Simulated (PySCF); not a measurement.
F₆Se, charge +1, doublet, at a GFN2-xTB geometry (a state made from the parent by changing its charge; the spin is typed, not shown lowest); DF-B3LYP/def2-SV(P) in PySCF.

Here is a job for PySCF.
```python
from pyscf import gto, scf, dft

mol = gto.Mole()
mol.atom = '''
    F     0.974575   -1.341872   -0.504620
    Se   -0.018306   -0.022156   -0.005201
    F     1.232032    1.090815   -0.491123
    F    -1.252812   -1.109923    0.491002
    F    -0.706223    0.073845   -1.584323
    F     0.689969   -0.089302    1.578006
    F    -0.988461    1.324189    0.500499
'''
mol.basis = 'def2-sv(p)'
mol.charge = 1
mol.spin = 1
mol.verbose = 4
mol.build()

mf = dft.UKS(mol)
mf.xc = 'b3lyp'
mf.diis_space = 4
mf = mf.density_fit(auxbasis='def2-universal-jkfit')
mf.kernel()
```

### Question
What does PySCF print? Leave out banner, timings and long lists.

### Answer

```
PySCF version 2.14.0

[INPUT] verbose = 4
[INPUT] num. atoms = 7
[INPUT] num. electrons = 87
[INPUT] charge = 1
[INPUT] spin (= nelec alpha-beta = 2S) = 1
[INPUT] symmetry False subgroup None
[INPUT] Mole.unit = angstrom
[INPUT] Symbol           X                Y                Z      unit          X                Y                Z       unit  Magmom
[INPUT]  1 F      0.974575000000  -1.341872000000  -0.504620000000 AA    1.841679837848  -2.535770574222  -0.953593596978 Bohr   0.0
[INPUT]  2 Se    -0.018306000000  -0.022156000000  -0.005201000000 AA   -0.034593326436  -0.041868772016  -0.009828465574 Bohr   0.0
[INPUT]  3 F      1.232032000000   1.090815000000  -0.491123000000 AA    2.328203056700   2.061341602567  -0.928087963475 Bohr   0.0
[INPUT]  4 F     -1.252812000000  -1.109923000000   0.491002000000 AA   -2.367471565569  -2.097450489356   0.927859306614 Bohr   0.0
[INPUT]  5 F     -0.706223000000   0.073845000000  -1.584323000000 AA   -1.334568052869   0.139546825669  -2.993936562849 Bohr   0.0
[INPUT]  6 F      0.689969000000  -0.089302000000   1.578006000000 AA    1.303852444440  -0.168756322376   2.981999162920 Bohr   0.0
[INPUT]  7 F     -0.988461000000   1.324189000000   0.500499000000 AA   -1.867920574814   2.502354547162   0.945806035619 Bohr   0.0

nuclear repulsion = 808.8189696581
number of shells = 48
number of NR pGTOs = 218
number of NR cGTOs = 116
basis = def2-sv(p)
ecp = {}

******** <class 'pyscf.df.df_jk.DFUKS'> ********
method = DFUKS
initial guess = minao
damping factor = 0
level_shift factor = 0
DIIS = <class 'pyscf.scf.diis.CDIIS'>
diis_start_cycle = 1
diis_space = 4
diis_damp = 0
SCF conv_tol = 1e-09
SCF conv_tol_grad = None
SCF max_cycles = 50
direct_scf = False
number electrons alpha = 44  beta = 43
XC library pyscf.dft.libxc version 7.1.2
    S. Lehtola, C. Steigemann, M. J. T. Oliveira, and M. A. L. Marques,  SoftwareX 7, 1–5 (2018)
XC functionals = b3lyp
    P. J. Stephens, F. J. Devlin, C. F. Chabalowski, and M. J. Frisch,  J. Phys. Chem. 98, 11623 (1994)
radial grids:
    Treutler-Ahlrichs [JCP 102, 346 (1995); DOI:10.1063/1.469408] (M4) radial grids

becke partition: Becke, JCP 88, 2547 (1988); DOI:10.1063/1.454033
pruning grids: <function nwchem_prune>
grids dens level: 3
symmetrized grids: False
atomic radii adjust function: <function treutler_atomic_radii_adjust>
small_rho_cutoff = 0
Set gradient conv threshold to 3.16228e-05
tot grids = 106000
******** <class 'pyscf.df.df.DF'> ********
auxbasis = def2-universal-jkfit
init E= -2999.8467512

cycle= 1 E= -2998.84293773038  delta_E=    1  |g|= 0.974  |ddm|= 2.38
cycle= 2 E= -2997.68139687976  delta_E= 1.16  |g|= 2.08  |ddm|= 2.79
cycle= 3 E= -2999.02767283884  delta_E= -1.35  |g|= 0.705  |ddm|= 1.92
cycle= 4 E= -2999.20195141356  delta_E= -0.174  |g|= 0.127  |ddm|= 0.563
cycle= 5 E= -2999.17051146612  delta_E= 0.0314  |g|= 0.308  |ddm|= 0.369
cycle= 6 E= -2999.20713573463  delta_E= -0.0366  |g|= 0.068  |ddm|= 0.295
cycle= 7 E= -2999.20835396777  delta_E= -0.00122  |g|= 0.0412  |ddm|= 0.0853
cycle= 8 E= -2999.20889963837  delta_E= -0.000546  |g|= 0.0198  |ddm|= 0.0465
cycle= 9 E= -2999.20892876571  delta_E= -2.91e-05  |g|= 0.0208  |ddm|= 0.033
cycle= 10 E= -2999.20911538171  delta_E= -0.000187  |g|= 0.00786  |ddm|= 0.0247
cycle= 11 E= -2999.20918087669  delta_E= -6.55e-05  |g|= 0.00735  |ddm|= 0.0218
cycle= 12 E= -2999.2092001318  delta_E= -1.93e-05  |g|= 0.00619  |ddm|= 0.00698
cycle= 13 E= -2999.20921592966  delta_E= -1.58e-05  |g|= 0.00898  |ddm|= 0.0137
cycle= 14 E= -2999.20917648895  delta_E= 3.94e-05  |g|= 0.0179  |ddm|= 0.0283
cycle= 15 E= -2999.2092992509  delta_E= -0.000123  |g|= 0.00581  |ddm|= 0.019
cycle= 16 E= -2999.20933414062  delta_E= -3.49e-05  |g|= 0.00494  |ddm|= 0.0117
cycle= 17 E= -2999.20937224603  delta_E= -3.81e-05  |g|= 0.0049  |ddm|= 0.0132
cycle= 18 E= -2999.20929630818  delta_E= 7.59e-05  |g|= 0.00774  |ddm|= 0.0222
cycle= 19 E= -2999.20927650746  delta_E= 1.98e-05  |g|= 0.0121  |ddm|= 0.0138
cycle= 20 E= -2999.20937888611  delta_E= -0.000102  |g|= 0.00823  |ddm|= 0.0287
cycle= 21 E= -2999.20943973765  delta_E= -6.09e-05  |g|= 0.00538  |ddm|= 0.0179
cycle= 22 E= -2999.2094910955  delta_E= -5.14e-05  |g|= 0.0054  |ddm|= 0.0185
cycle= 23 E= -2999.20943891512  delta_E= 5.22e-05  |g|= 0.00656  |ddm|= 0.0172
cycle= 24 E= -2999.2094258686  delta_E= 1.3e-05  |g|= 0.0112  |ddm|= 0.0136
cycle= 25 E= -2999.20944757288  delta_E= -2.17e-05  |g|= 0.0105  |ddm|= 0.0172
cycle= 26 E= -2999.20954137693  delta_E= -9.38e-05  |g|= 0.00549  |ddm|= 0.0251
cycle= 27 E= -2999.20957519121  delta_E= -3.38e-05  |g|= 0.00569  |ddm|= 0.0133
cycle= 28 E= -2999.20956377546  delta_E= 1.14e-05  |g|= 0.00583  |ddm|= 0.00433
cycle= 29 E= -2999.20954055205  delta_E= 2.32e-05  |g|= 0.0113  |ddm|= 0.0124
cycle= 30 E= -2999.20956092432  delta_E= -2.04e-05  |g|= 0.011  |ddm|= 0.018
cycle= 31 E= -2999.20963249322  delta_E= -7.16e-05  |g|= 0.00624  |ddm|= 0.0191
cycle= 32 E= -2999.20965780564  delta_E= -2.53e-05  |g|= 0.0058  |ddm|= 0.0103
cycle= 33 E= -2999.20966615643  delta_E= -8.35e-06  |g|= 0.00575  |ddm|= 0.00336
cycle= 34 E= -2999.20964058452  delta_E= 2.56e-05  |g|= 0.0116  |ddm|= 0.013
cycle= 35 E= -2999.20966774058  delta_E= -2.72e-05  |g|= 0.0115  |ddm|= 0.02
cycle= 36 E= -2999.20973669882  delta_E= -6.9e-05  |g|= 0.00663  |ddm|= 0.0192
cycle= 37 E= -2999.20973711032  delta_E= -4.12e-07  |g|= 0.00676  |ddm|= 0.00706
cycle= 38 E= -2999.20976492673  delta_E= -2.78e-05  |g|= 0.00512  |ddm|= 0.0103
cycle= 39 E= -2999.20974434705  delta_E= 2.06e-05  |g|= 0.0103  |ddm|= 0.0113
cycle= 40 E= -2999.20975670067  delta_E= -1.24e-05  |g|= 0.0103  |ddm|= 0.0165
cycle= 41 E= -2999.20980560116  delta_E= -4.89e-05  |g|= 0.00545  |ddm|= 0.0138
cycle= 42 E= -2999.20980608956  delta_E= -4.88e-07  |g|= 0.00749  |ddm|= 0.00884
cycle= 43 E= -2999.20983244062  delta_E= -2.64e-05  |g|= 0.00484  |ddm|= 0.00908
cycle= 44 E= -2999.20981672955  delta_E= 1.57e-05  |g|= 0.0101  |ddm|= 0.013
cycle= 45 E= -2999.20983712674  delta_E= -2.04e-05  |g|= 0.00972  |ddm|= 0.0178
cycle= 46 E= -2999.20987213924  delta_E= -3.5e-05  |g|= 0.00499  |ddm|= 0.0109
cycle= 47 E= -2999.20987745055  delta_E= -5.31e-06  |g|= 0.00642  |ddm|= 0.00866
cycle= 48 E= -2999.20989484519  delta_E= -1.74e-05  |g|= 0.00459  |ddm|= 0.00749
cycle= 49 E= -2999.20987219449  delta_E= 2.27e-05  |g|= 0.0101  |ddm|= 0.0119
cycle= 50 E= -2999.20989199641  delta_E= -1.98e-05  |g|= 0.0092  |ddm|= 0.0166
SCF not converged.
SCF energy = -2999.20989199641 after 50 cycles  <S^2> = 0.75334803  2S+1 = 2.0033452
```

The run did not converge; its last values are not results.
